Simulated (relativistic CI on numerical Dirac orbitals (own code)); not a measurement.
## Cubic crystal-field splitting of Tm²⁺ by operator equivalents

Problem. Tm²⁺ (4f13) sits in a cubic field with the Wybourne parameters B⁴₀ = -1090 and B⁶₀ = 370 cm⁻¹. Find the levels of its ground J multiplet, neglecting the mixing with the other J.

Working.
1. One f hole has the ground level ²F7/2 with g_J = 8/7 and the Stevens factors β = −2/1155 and γ = 4/27027.
2. Stevens form: B₄ = β B⁴₀/8 = 0.2359 and B₆ = γ B⁶₀/16 = 0.00342 cm⁻¹, in H = B₄(O₄⁰ + 5O₄⁴) + B₆(O₆⁰ − 21O₆⁴).
3. For J = 7/2 the eigenvalues are E(Γ6) = 840B₄ − 25200B₆ = 111.9, E(Γ7) = −1080B₄ − 15120B₆ = -306.6 and E(Γ8) = 120B₄ + 20160B₆ = 97.3 cm⁻¹.
4. Order and energies above the lowest: Γ7 0.0, Γ8 403.9, Γ6 418.5 cm⁻¹. A Γ7 ground doublet has the isotropic |g| = 3.429.

Check. Diagonalising spin-orbit coupling (free-ion gap 8702 cm⁻¹, from a Dirac-Coulomb-Breit calculation) and field together in all 14 states gives Γ7 0.0, Γ8 417.2, Γ6 431.8 cm⁻¹, with |g| = 3.474. The other multiplet starts at 8827 cm⁻¹; the differences from the hand values come from J mixing and grow with the ratio of the field to that gap.
